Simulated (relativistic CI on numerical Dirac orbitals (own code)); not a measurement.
**d6 in a ligand field**

Computed with a parametric ligand-field model of a d^n configuration (Racah B and C, spin-orbit zeta, crystal field), exact diagonalisation.

Field parameters in Wybourne normalisation: D3d B²₀ = −7Dσ, B⁴₀ = −14Dq − 21Dτ, B⁴₃ = −14√(10/7) Dq; D4h B²₀ = −7Ds, B⁴₀ = 21(Dq − Dt), B⁴₄ = 21√(5/14) Dq; Oh B⁴₀ = 21Dq, B⁴₄ = √(5/14) B⁴₀; Td as Oh with Dq negative (B⁴₀ = 21Dq, B⁴₄ = √(5/14) B⁴₀). The field is a parameter set, without covalency.

Task: Ground term and bands for B = 680, C = 2430, ζ = 0 cm⁻¹, D3d, 10Dq = 21450, Dσ = 960, Dτ = 160 cm⁻¹?

Result: Ground term 1A1 with 0.04 electrons in the two orbitals of the cubic e set. Spin-allowed: 1A2 19322 cm⁻¹ (518 nm), 1E 20797 cm⁻¹ (481 nm), 1A1 28913 cm⁻¹ (346 nm), 1E 30117 cm⁻¹ (332 nm). Lowest spin-forbidden: 3A2 14052 cm⁻¹ (712 nm), 3E 15304 cm⁻¹ (653 nm), 3A1 18849 cm⁻¹ (531 nm).

Task: Ground term and bands for B = 660, C = 3360, ζ = 0 cm⁻¹, Oh, 10Dq = 31850 cm⁻¹?

Result: Ground term 1A1 with 0.03 electrons in the two orbitals of the cubic e set. Spin-allowed: 1T1 29454 cm⁻¹ (340 nm), 1T2 38720 cm⁻¹ (258 nm), 1T2 60069 cm⁻¹ (166 nm), 1E 60832 cm⁻¹ (164 nm). Lowest spin-forbidden: 3T1 22407 cm⁻¹ (446 nm), 3T2 26986 cm⁻¹ (371 nm), 5T2 34970 cm⁻¹ (286 nm).

Task: Ground term and bands for B = 320, C = 1250, ζ = 0 cm⁻¹, Td, 10Dq = -3100 cm⁻¹?

Result: Ground term 5E with 3.00 electrons in the two orbitals of the cubic e set. Spin-allowed: 5T2 3100 cm⁻¹ (3226 nm). Lowest spin-forbidden: 3T1 4226 cm⁻¹ (2366 nm), 3E 6535 cm⁻¹ (1530 nm), 3T1 6897 cm⁻¹ (1450 nm).

Task: Ground term and bands for B = 580, C = 2970, ζ = 0 cm⁻¹, D4h, 10Dq = 22200, Ds = -1500, Dt = -260 cm⁻¹?

Result: Ground term 1A1 with 0.04 electrons in the two orbitals of the cubic e set. Spin-allowed: 1A2 20219 cm⁻¹ (495 nm), 1E 20893 cm⁻¹ (479 nm), 1E 28470 cm⁻¹ (351 nm), 1B2 34614 cm⁻¹ (289 nm). Lowest spin-forbidden: 3E 13328 cm⁻¹ (750 nm), 3A2 13871 cm⁻¹ (721 nm), 3E 19480 cm⁻¹ (513 nm).

Task: Ground term and bands for B = 460, C = 1920, ζ = 0 cm⁻¹, Oh, 10Dq = 5000 cm⁻¹?

Result: Ground term 5T2 with 2.00 electrons in the two orbitals of the cubic e set. Spin-allowed: 5E 5000 cm⁻¹ (2000 nm). Lowest spin-forbidden: 3T1 5789 cm⁻¹ (1727 nm), 1A1 5963 cm⁻¹ (1677 nm), 3T2 7688 cm⁻¹ (1301 nm).
